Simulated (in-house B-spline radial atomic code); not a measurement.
Configurations of Ne4+, with energies counted from [He] 2s2 2p2. All numbers are computed (scalar-relativistic (X2C) r2SCAN0, spin-polarised, spherical fractional occupations, exact exchange averaged over the configuration; Fermi nucleus of rms radius 3.0055 fm) with a radial B-spline atomic code at the basis-set limit, not measured. Shells without spins written out take the highest spin.

| configuration | E - E(ref) (eV) | highest orbital | its <r> (bohr) |
| --- | --- | --- | --- |
| [He] 2s1 2p2 3s1 | 85.365 | 3s up | 1.986 |
| [He] 2s2 2p1 3d1 | 87.763 | 3d up | 1.927 |

(1) Order these further configurations by energy, lowest first.
A. [He] 2s1 2p3
B. [He] 2s2 2p1 3s1
C. [He] 2s1 2p2 3d1

## Answers

(1) A (8.939 eV), B (75.282 eV), C (97.6 eV).
